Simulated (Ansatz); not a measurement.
Bi(TeH)3 (BiH3Te3), SMILES [Bi]([TeH])([TeH])[TeH].

Geometry: B3LYP-D3(BJ)/def2-SVP. The structure was generated by enumeration; whether it is a known compound was not checked. The def2 effective core potentials stand for the cores of Bi, Te; spin–orbit coupling is left out.

Two levels are set side by side: PBE/def2-SVPD (Ansatz, an electronic-structure program) and PBE0/def2-SVPD (Ansatz). Energy differences of separate SCF runs at the same geometry; the states with an electron removed or added have multiplicity 2 and 2. Differences are taken from unrounded values.

| quantity | PBE |
|---|---|
| vertical ionisation energy (eV) | 7.46 |
| vertical electron affinity (eV) | 1.06 |
| vertical singlet–triplet gap (eV) | 2.43 |

### Question
These are the PBE values. What does PBE0 give? (The exact figures need the calculation; the answer reports its results.)

### Answer

| quantity | PBE0 | PBE minus PBE0 |
|---|---|---|
| vertical ionisation energy (eV) | 7.80 | -0.34 |
| vertical electron affinity (eV) | 1.07 | -0.01 |
| vertical singlet–triplet gap (eV) | 2.66 | -0.23 |
